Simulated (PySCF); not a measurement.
## Stretching CaBr⁺

Set-up: basis Ca x2c-SVPall, Br x2c-SVPall; spin-free X2C with a Gaussian nucleus; PySCF 2.14. Energies in eV from Ca⁺ + Br in their ground configurations at the same level. State: ¹Σ⁺ (singlet), closed shell.

All columns are CAM-B3LYP. A positive dipole points towards Br; it is taken about the centre of mass and depends on that origin.

```
R (Å)  E (eV)   μ (D)  Mulliken charge on Ca (basis-dependent)  HOMO (eV)  LUMO (eV)  Mayer bond order  ⟨S²⟩
2.126  -2.627  -10.49                                     1.21     -14.67      -6.36              1.40  0.00
2.225  -3.262  -11.24                                     1.23     -14.32      -6.48              1.35  0.00
2.324  -3.610  -11.97                                     1.25     -13.99      -6.61              1.33  0.00
2.398  -3.733  -12.50                                     1.25     -13.76      -6.70              1.32  0.00
2.472  -3.768  -13.02                                     1.26     -13.54      -6.79              1.31  0.00
2.546  -3.735  -13.54                                     1.26     -13.33      -6.88              1.30  0.00
2.645  -3.614  -14.22                                     1.26     -13.06      -7.00              1.29  0.00
2.769  -3.376  -15.05                                     1.26     -12.75      -7.14              1.27  0.00
2.917  -3.017  -16.01                                     1.27     -12.41      -7.30              1.24  0.00
3.115  -2.483  -17.22                                     1.27     -12.02      -7.50              1.20  0.00
```

A fit through these points gives, at Re = 2.470 Å, μ = -13.01 D and dμ/dR = -7.03 D/Å; the reduced mass is 26.53 u.

How strong is the fundamental in the double-harmonic approximation, I = 42.26·(dμ/dR)²/μred km/mol?

I = 42.26·(-7.03)²/26.53 = 78.7 km/mol at CAM-B3LYP.

For an ion De counts to the pair picked by the measured ionisation energies or electron affinities, which need not be the lowest pair at this level.
